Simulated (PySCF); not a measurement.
Computed shifts of a molecule C4H5BO2, PBE/pcSseg-1 in PySCF, GIAO, gas phase, equivalent atoms averaged, in ppm (number of nuclei): ¹³C: 159.3 (1), 147.8 (1), 133.8 (1), 121.9 (1). ¹H: 6.94 (1), 6.50 (1), 6.40 (1), 6.14 (1), 4.61 (1). References: ¹³C against TMS (σ = 182.0 ppm); ¹⁷O against H2O (σ = 334.3 ppm); ¹¹B against BF3 (σ = 83.9 ppm); ¹H against TMS (σ = 31.49 ppm), references at their B3LYP-D3(BJ)/def2-TZVP geometries, non-relativistic. Coordinates come from a B3LYP-D3(BJ)/def2-SVP optimisation. Other conformers were not sampled.

### Question
Which structure fits?
A) O=C(O)B1C=CC1
B) C#CCB1OCO1
C) C#CB(C=O)CO
D) C=C1C=COB1O

### Answer
D, C=C1C=COB1O
